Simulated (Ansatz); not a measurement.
input.yaml

```yaml
crystal:
  lattice:
    - [0.0, 5.43, 5.43]
    - [5.43, 0.0, 5.43]
    - [5.43, 5.43, 0.0]
  atoms:
    - { symbol: Si, position: [-0.00136176, 0.00055872, 0.00060184] }
    - { symbol: Si, position: [0.12791814, 0.12203859, 0.12210606] }
    - { symbol: Si, position: [0.00206549, -0.00591759, 0.50208041] }
    - { symbol: Si, position: [0.12811818, 0.1222768, 0.62809009] }
    - { symbol: Si, position: [0.00199912, 0.50200537, -0.00574667] }
    - { symbol: Si, position: [0.12808137, 0.62806401, 0.12234274] }
    - { symbol: Si, position: [0.00248699, 0.50259886, 0.50264683] }
    - { symbol: Si, position: [0.12515858, 0.62550528, 0.62567963] }
    - { symbol: Si, position: [0.50037143, 0.00039132, 0.00040414] }
    - { symbol: Si, position: [0.62499894, 0.1249716, 0.1249564] }
    - { symbol: Si, position: [0.50057027, 0.00067296, 0.49855715] }
    - { symbol: Si, position: [0.62202297, 0.12215936, 0.62788657] }
    - { symbol: Si, position: [0.50053614, 0.49858522, 0.00068191] }
    - { symbol: Si, position: [0.62198615, 0.62789456, 0.12219003] }
    - { symbol: Si, position: [0.49374431, 0.50221645, 0.50222522] }
    - { symbol: Si, position: [0.62212948, 0.62818763, 0.62817688] }
    - { symbol: Si, position: [0.87516012, 0.37547846, 0.37563924] }
basis:
  ecutwfc: 420.0
kpoints:
  mp_grid: { grid: [2, 2, 2] }
hamiltonian:
  xc: pbe
  pseudopotentials: { kind: paw, azcp: { folder: soft_1 } }
scf:
  occupations: { method: gaussian, width: 0.05 }
  lower_state_search: "off"
neb:
  images: 7
  f_tol: 0.03
  initial_path: idpp
  max_iterations: 68
  optimiser: lbfgs
  spring: 2.0
  final_atoms:
    - { symbol: Si, position: [0.00085235, -0.00046347, 0.00043242] }
    - { symbol: Si, position: [0.12256658, 0.12387457, 0.12294408] }
    - { symbol: Si, position: [-0.00355857, -0.00267982, 0.50309269] }
    - { symbol: Si, position: [0.12228043, 0.12281034, 0.6318446] }
    - { symbol: Si, position: [-0.00393669, 0.50377282, -0.00362391] }
    - { symbol: Si, position: [0.1224201, 0.63096172, 0.12271729] }
    - { symbol: Si, position: [-0.00349354, 0.50296695, 0.50292961] }
    - { symbol: Si, position: [0.1257806, 0.6249867, 0.6239229] }
    - { symbol: Si, position: [0.50281724, -0.0025761, -0.00314057] }
    - { symbol: Si, position: [0.63226869, 0.12259723, 0.12236076] }
    - { symbol: Si, position: [0.5026129, -0.00273044, 0.50263777] }
    - { symbol: Si, position: [0.62385235, 0.12663766, 0.62434817] }
    - { symbol: Si, position: [0.50271588, 0.50278074, -0.00313597] }
    - { symbol: Si, position: [0.62351392, 0.62507211, 0.1260771] }
    - { symbol: Si, position: [0.49937657, 0.50033675, 0.49971337] }
    - { symbol: Si, position: [0.62390706, 0.62489498, 0.62434523] }
    - { symbol: Si, position: [1.25061597, 0.24966596, 0.25037435] }
  order_check: true
```

Command:

```bash
$ ansatz run input.yaml --threads 1 --pin off --max-ram 3072MiB --backend cpu --events-out ev --progress --plain --runs-dir out
```

Hardware: 1 thread of Arm Neoverse V1, on a shared host.

Question: Roughly how long does this run take, and how much memory?

Answer: 23 min, with a peak of 0.9 GiB, for 35 band iterations.
